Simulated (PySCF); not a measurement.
Gas-phase thermal properties of WO2Cl2

Energies from PySCF (xtb for GFN2), thermal terms from the rigid-rotor harmonic-oscillator model, ideal gas at 1 bar. All species are closed-shell singlets. W: scalar-relativistic def2 core potential, no spin-orbit coupling. The harmonic model lacks anharmonicity and excited electronic states, which grow with temperature; levels with a mode under 35 cm⁻¹ are left out. Soft modes under 120 cm⁻¹ make the harmonic entropy rough for WO2Cl2.

| level | point group | σ | ZPE (kJ/mol) | S°298 (J/mol/K) | Cp298 (J/mol/K) | S°1000 (J/mol/K) | H1000 − H298 (kJ/mol) |
|---|---|---|---|---|---|---|---|
| GFN2-xTB | C2v | 2 | 19.8 | 353.9 | 90.1 | 474.3 | 70.9 |
| PBE/def2-SVP | C2v | 2 | 22.8 | 348.5 | 86.7 | 466.5 | 69.7 |
| PBE0/def2-TZVP | C2v | 2 | 24.2 | 344.9 | 85.4 | 462.0 | 69.2 |
σ: rotational symmetry number. Electronic degeneracy used: 1. Frequencies are unscaled.
